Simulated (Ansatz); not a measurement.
The cluster Cd₃Te₃, relaxed as a singlet with RKS PBE-D4/def2-SVP in Ansatz, starting from the GFN1-xTB geometry. Force threshold 0.02 eV/Å.

In the def2 sets Cd, Te take a core potential; there is no spin–orbit coupling. Another isomer (singlet) lies 0.23 eV lower at PBE0-D4/def2-TZVP; other spin states weren't run for this one.

Start:

```
atom    x (Å)    y (Å)    z (Å)
 Cd1   1.0674  -0.9383   1.6000
 Cd2   0.5566  -1.5622  -1.3489
 Cd3  -2.4533   3.4494  -0.3327
 Te4  -0.7660   0.8588  -1.4455
 Te5  -0.3046   1.4238   1.1720
 Te6   1.8999  -3.2315   0.3551
```

Problem. Estimate the energy that the relaxation releases and the steps that it takes.

Solution. 2.5 kcal/mol, in 8 steps; 25 s on 2 threads of AMD EPYC 7R13 on a shared host and a share (18 GiB) of an NVIDIA H100 80GB HBM3. No frequencies were taken in this run, so the end may be a saddle point.

Problem. Does the start keep its bonding and symmetry?

Solution. By distances, no bond broke or formed. The bond that changes most is Cd3–Te4, from 3.29 to 3.49 Å (atoms count from 1). Point group Cs at the start, Cs at the end, both within 0.05 Å.

Problem. Predict the relaxed structure.

Solution. 
```xyz
6

Cd    1.068   -0.952    1.584
Cd    0.569   -1.572   -1.326
Cd   -2.525    3.562   -0.327
Te   -0.750    0.798   -1.517
Te   -0.270    1.388    1.226
Te    1.908   -3.224    0.360
```
Bond lengths (bridged metal pairs left out): 4 × Cd–Te 2.71 to 2.72 Å; 1 × Te–Te 2.85 Å.
